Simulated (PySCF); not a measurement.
$^{29}$Si chemical shifts

Computed data (PySCF 2.14.0 with density-fitted response routines): geometry from GFN2-xTB, σ from GIAO-PBE0/pcSseg-1. Averaged over atoms made equivalent by symmetry, fast rotation or ring inversion, no solvent model, one computed conformer, non-relativistic.

Shieldings were converted by a linear fit to measured shifts: $^{29}$Si (scatter 8.9 ppm rms, 25.8 ppm with the 6 outliers that the fit left out vs TMS, solution or neat liquid). Occasional misses reach two or three times the rms, and more in compound classes unlike the fitted ones.

Q: Give the $^{29}$Si shifts of `C[C@@H]([SiH3])[Si@H](C)CC[SiH3]`, `CC(=O)[SiH2]C/C([SiH3])=C/F`, `CC[Si@@H]([SiH3])[SiH2]C(C)C`.

A: 
| compound | environment | δ (ppm) |
| --- | --- | --- |
| [CH3:1][C@@H:2]([SiH3:3])[Si@H:4]([CH3:5])[CH2:6][CH2:7][SiH3:8] | Si4: silicon bonded to 3 C, H | -14.6 |
| [CH3:1][C@@H:2]([SiH3:3])[Si@H:4]([CH3:5])[CH2:6][CH2:7][SiH3:8] | Si8: silicon bonded to C, 3 H | -61.6 |
| [CH3:1][C@@H:2]([SiH3:3])[Si@H:4]([CH3:5])[CH2:6][CH2:7][SiH3:8] | Si3: silicon bonded to C, 3 H | -62.0 |
| [CH3:1][C:2](=[O:3])[SiH2:4][CH2:5]/[C:6]([SiH3:7])=[CH:8]/[F:9] | Si4: silicon bonded to 2 C, 2 H | -56.1 |
| [CH3:1][C:2](=[O:3])[SiH2:4][CH2:5]/[C:6]([SiH3:7])=[CH:8]/[F:9] | Si7: silicon bonded to C, 3 H | -72.0 |
| [CH3:1][CH2:2][Si@@H:3]([SiH3:4])[SiH2:5][CH:6]([CH3:7])[CH3:8] | Si5: silicon bonded to C, Si, 2 H | -51.8 |
| [CH3:1][CH2:2][Si@@H:3]([SiH3:4])[SiH2:5][CH:6]([CH3:7])[CH3:8] | Si3: silicon bonded to C, 2 Si, H | -70.4 |
| [CH3:1][CH2:2][Si@@H:3]([SiH3:4])[SiH2:5][CH:6]([CH3:7])[CH3:8] | Si4: silicon bonded to Si, 3 H | -103.5 |

Q: Order these by $^{29}$Si shift, lowest first.
A. CCC[Si@H](N)NC=O
B. N#CC[SiH2]N
C. CC#C[Si@H]1C[C@H](F)C1

A: C (-59.2 ppm, silicon bonded to 3 C, H, in a 4-membered ring), B (-36.8 ppm, silicon bonded to C, N, 2 H), A (-25.8 ppm, silicon bonded to C, 2 N, H).
